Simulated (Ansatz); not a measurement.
Geometry optimisation, RHF/def2-SVP (Ansatz).

Input:

```yaml
crystal:
  periodic: [false, false, false]
  atoms:
    - { symbol: B, position_ang: [-1.15071, 0.68643, -0.78179] }
    - { symbol: Ge, position_ang: [0.51235, 0.12328, 0.17814] }
    - { symbol: O, position_ang: [0.2429, -1.53762, 0.71635] }
    - { symbol: H, position_ang: [-2.04734, -0.04807, -0.89164] }
    - { symbol: H, position_ang: [-1.24113, 1.75321, -1.24198] }
    - { symbol: H, position_ang: [0.91856, 0.896, 1.42554] }
    - { symbol: H, position_ang: [-0.51194, -1.75868, 0.11514] }
    - { symbol: H, position_ang: [0.94676, -1.96603, 1.19846] }
basis:
  gaussian: { orbitals: def2-SVP }
hamiltonian:
  xc: hf
relax:
  f_tol: 0.02
  max_steps: 50
```

Run as:

```bash
$ ansatz run input.yaml --threads 1 --pin off --max-ram 2048MiB --backend cpu --events-out ev --progress --plain --runs-dir out
```

**Question.** Where does it end, and by what steps?

**Answer.** The forces met the threshold. After 14 steps the energy has fallen by 2.157 eV; H8 moved furthest, 0.73 Å.

| step | energy less start (eV) | largest force component (eV/Å) | accepted |
| --- | --- | --- | --- |
| 0 | 0.0000 | 5.905 | yes |
| 1 | -1.1147 | 2.888 | yes |
| 2 | -1.8140 | 0.972 | yes |
| 3 | -2.0706 | 0.692 | yes |
| 4 | -2.1221 | 0.434 | yes |
| 5 | -2.1228 | 0.197 | yes |
| 6 | -2.1449 | 0.229 | yes |
| 7 | -2.1496 | 0.087 | yes |
| 8 | -2.1527 | 0.106 | yes |
| 9 | -2.1538 | 0.213 | yes |
| 10 | -2.1536 | 0.235 | no |
| 11 | -2.1564 | 0.082 | yes |
| 12 | -2.1564 | 0.081 | no |
| 13 | -2.1566 | 0.047 | yes |
| 14 | -2.1570 | 0.020 | yes |

```xyz
8
Properties=species:S:1:pos:R:3
B -1.016 0.743 -0.793
Ge 0.886 0.456 0.019
O 0.269 -1.608 0.868
H -1.846 -0.128 -0.900
H -1.311 1.810 -1.268
H 0.522 1.081 1.420
H -0.639 -1.870 0.788
H 0.805 -2.336 0.584
```

Whether the end is a true minimum wasn't checked by a vibrational analysis.

Run time: 21 s on 1 thread of Arm Neoverse V2 (shared host), peak memory 0.15 GiB.
